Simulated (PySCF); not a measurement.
C$_{4}$H$_{9}$AlClF (SMILES C[C](C)(C)[Al]([F])[Cl]), singlet, at a GFN2-xTB geometry (such geometries of metal compounds can be far from the true shape), atoms displaced at random by about 0.03 Å a coordinate; B3LYP/STO-3G, gradient (PySCF).

Input for PySCF:
```python
from pyscf import gto, scf, dft

mol = gto.Mole()
mol.atom = '''
    Al    0.75360181   -0.02779505    0.17969289
    Cl    2.02941636    0.52201989   -1.21573805
    F     1.41943671   -0.49722159    1.73865195
    C    -1.24709776   -0.05523912    0.10724690
    C    -1.72610075   -1.20556024   -0.77182917
    C    -1.76375673   -0.25534792    1.57078583
    C    -1.76786057    1.23856502   -0.46540049
    H    -2.83544448   -1.22300105   -0.87182327
    H    -1.40153009   -2.24333613   -0.39244076
    H    -1.27401269   -1.11878712   -1.79976977
    H    -1.45752670   -1.21327110    2.00287042
    H    -1.53970887    0.51318821    2.17982061
    H    -2.94710002   -0.33211525    1.51346322
    H    -1.52855709    2.07787468    0.21535336
    H    -1.36928471    1.42498269   -1.40984583
    H    -2.85722249    1.23697974   -0.61637745
'''
mol.basis = 'sto-3g'
mol.verbose = 4
mol.build()

mf = dft.RKS(mol)
mf.xc = 'b3lyp'
mf.grids.level = 5
mf.kernel()
g = mf.nuc_grad_method()
g.grid_response = False
grad = g.kernel()
```

Problem. Write the output that PySCF gives for this input, abridged.

Solution. 
```
PySCF version 2.14.0

[INPUT] verbose = 4
[INPUT] num. atoms = 16
[INPUT] num. electrons = 72
[INPUT] charge = 0
[INPUT] spin (= nelec alpha-beta = 2S) = 0
[INPUT] symmetry False subgroup None
[INPUT] Mole.unit = angstrom
[INPUT] Symbol           X                Y                Z      unit          X                Y                Z       unit  Magmom
[INPUT]  1 Al     0.753601810000  -0.027795050000   0.179692890000 AA    1.424101027877  -0.052525032119   0.339570348632 Bohr   0.0
[INPUT]  2 Cl     2.029416360000   0.522019890000  -1.215738050000 AA    3.835041113112   0.986474623676  -2.297411953713 Bohr   0.0
[INPUT]  3 F      1.419436710000  -0.497221590000   1.738651950000 AA    2.682346633054  -0.939612628321   3.285576011441 Bohr   0.0
[INPUT]  4 C     -1.247097760000  -0.055239120000   0.107246900000 AA   -2.356673216959  -0.104386808162   0.202667268709 Bohr   0.0
[INPUT]  5 C     -1.726100750000  -1.205560240000  -0.771829170000 AA   -3.261857680906  -2.278178680265  -1.458545746250 Bohr   0.0
[INPUT]  6 C     -1.763756730000  -0.255347920000   1.570785830000 AA   -3.333017170058  -0.482537635277   2.968355019048 Bohr   0.0
[INPUT]  7 C     -1.767860570000   1.238565020000  -0.465400490000 AA   -3.340772303717   2.340548675266  -0.879479464338 Bohr   0.0
[INPUT]  8 H     -2.835444480000  -1.223001050000  -0.871823270000 AA   -5.358213508610  -2.311137034556  -1.647507209323 Bohr   0.0
[INPUT]  9 H     -1.401530090000  -2.243336130000  -0.392440760000 AA   -2.648508025437  -4.239290891042  -0.741605556516 Bohr   0.0
[INPUT] 10 H     -1.274012690000  -1.118787120000  -1.799769770000 AA   -2.407535063320  -2.114201248491  -3.401071952571 Bohr   0.0
[INPUT] 11 H     -1.457526700000  -1.213271100000   2.002870420000 AA   -2.754326282241  -2.292750093850   3.784876556793 Bohr   0.0
[INPUT] 12 H     -1.539708870000   0.513188210000   2.179820610000 AA   -2.909628075864   0.969785167256   4.119263953582 Bohr   0.0
[INPUT] 13 H     -2.947100020000  -0.332115250000   1.513463220000 AA   -5.569211899500  -0.627606864291   2.860030985402 Bohr   0.0
[INPUT] 14 H     -1.528557090000   2.077874680000   0.215353360000 AA   -2.888554265862   3.926614066368   0.406958870405 Bohr   0.0
[INPUT] 15 H     -1.369284710000   1.424982690000  -1.409845830000 AA   -2.587573088454   2.692827016346  -2.664222496560 Bohr   0.0
[INPUT] 16 H     -2.857222490000   1.236979740000  -0.616377450000 AA   -5.399367983048   2.337552930236  -1.164784569858 Bohr   0.0

nuclear repulsion = 440.587503845331
number of shells = 34
number of NR pGTOs = 156
number of NR cGTOs = 52
basis = sto-3g
ecp = {}

******** <class 'pyscf.dft.rks.RKS'> ********
method = RKS
initial guess = minao
damping factor = 0
level_shift factor = 0
DIIS = <class 'pyscf.scf.diis.CDIIS'>
diis_start_cycle = 1
diis_space = 8
diis_damp = 0
SCF conv_tol = 1e-09
SCF conv_tol_grad = None
SCF max_cycles = 50
direct_scf = True
direct_scf_tol = 1e-13
XC library pyscf.dft.libxc version 7.1.2
    S. Lehtola, C. Steigemann, M. J. T. Oliveira, and M. A. L. Marques,  SoftwareX 7, 1–5 (2018)
XC functionals = b3lyp
    P. J. Stephens, F. J. Devlin, C. F. Chabalowski, and M. J. Frisch,  J. Phys. Chem. 98, 11623 (1994)
radial grids:
    Treutler-Ahlrichs [JCP 102, 346 (1995); DOI:10.1063/1.469408] (M4) radial grids

becke partition: Becke, JCP 88, 2547 (1988); DOI:10.1063/1.454033
pruning grids: <function nwchem_prune>
grids dens level: 5
symmetrized grids: False
atomic radii adjust function: <function treutler_atomic_radii_adjust>
small_rho_cutoff = 0
Set gradient conv threshold to 3.16228e-05
Initial guess from minao.
tot grids = 513752
init E= -949.017863343171
  HOMO = -0.325632360447045  LUMO = -0.0261073999555216  gap/eV = 8.15049
cycle= 1 E= -949.020665246909  delta_E= -0.0028  |g|= 0.542  |ddm|=  4.7
  HOMO = 0.0363787672149797  LUMO = 0.132301619690965  gap/eV = 2.61019
cycle= 2 E= -948.228861644913  delta_E= 0.792  |g|= 1.83  |ddm|= 2.95
  HOMO = -0.154587072971603  LUMO = 0.121485996610198  gap/eV = 7.51233
cycle= 3 E= -949.152118494168  delta_E= -0.923  |g|= 0.172  |ddm|= 2.07
  HOMO = -0.141613625453444  LUMO = 0.139491013243581  gap/eV = 7.64925
cycle= 4 E= -949.161021368079  delta_E= -0.0089  |g|= 0.0696  |ddm|= 0.346
  HOMO = -0.157110445164085  LUMO = 0.138997008371103  gap/eV = 8.05749
cycle= 5 E= -949.162810543214  delta_E= -0.00179  |g|= 0.0121  |ddm|= 0.11
  HOMO = -0.161194627062661  LUMO = 0.137628816465257  gap/eV = 8.13140
cycle= 6 E= -949.162869525837  delta_E= -5.9e-05  |g|= 0.00171  |ddm|= 0.0232
  HOMO = -0.161376034725808  LUMO = 0.137540038452841  gap/eV = 8.13392
cycle= 7 E= -949.162870326685  delta_E= -8.01e-07  |g|= 0.000618  |ddm|= 0.00299
  HOMO = -0.16122980671294  LUMO = 0.137605247895846  gap/eV = 8.13172
cycle= 8 E= -949.162870468533  delta_E= -1.42e-07  |g|= 0.00013  |ddm|= 0.001
  HOMO = -0.161202466354195  LUMO = 0.137597381442451  gap/eV = 8.13076
cycle= 9 E= -949.162870475005  delta_E= -6.47e-09  |g|= 3.21e-05  |ddm|= 0.00018
  HOMO = -0.161191395146994  LUMO = 0.137598741125684  gap/eV = 8.13049
cycle= 10 E= -949.162870475407  delta_E= -4.03e-10  |g|= 5.84e-06  |ddm|= 5.75e-05
  HOMO = -0.16119057550519  LUMO = 0.137599769973139  gap/eV = 8.13050
Extra cycle  E= -949.162870475412  delta_E= -5e-12  |g|= 4.96e-06  |ddm|= 1.54e-05
converged SCF energy = -949.162870475412

******** <class 'pyscf.grad.rks.Gradients'> for <class 'pyscf.dft.rks.RKS'> ********
unit = Eh/Bohr
grid_response = False
--------------- RKS gradients ---------------
         x                y                z
0 Al     0.0346504308     0.0388373582    -0.1177891820
1 Cl    -0.0377455574    -0.0167134228     0.0443290379
2 F     0.0241943054    -0.0200111033     0.0681570226
3 C    -0.0448151366     0.0154846919    -0.0237893052
4 C    -0.0089709021     0.0508783939     0.0230148475
5 C     0.0904756082     0.0757609808     0.0678653523
6 C     0.0297822208    -0.0262176714    -0.0373731459
7 H    -0.0079022025    -0.0005385166    -0.0001394638
8 H     0.0103407113    -0.0306430607     0.0063738852
9 H     0.0119735336     0.0004365957    -0.0123317064
10 H    -0.0082781238     0.0013592084    -0.0024661105
11 H    -0.0243947734    -0.0714827121    -0.0585666534
12 H    -0.0501224742    -0.0064516127    -0.0057717500
13 H     0.0016532842    -0.0002584934     0.0068449917
14 H    -0.0250614389    -0.0129416072     0.0474432827
15 H     0.0042068178     0.0024961704    -0.0058012183
----------------------------------------------
```
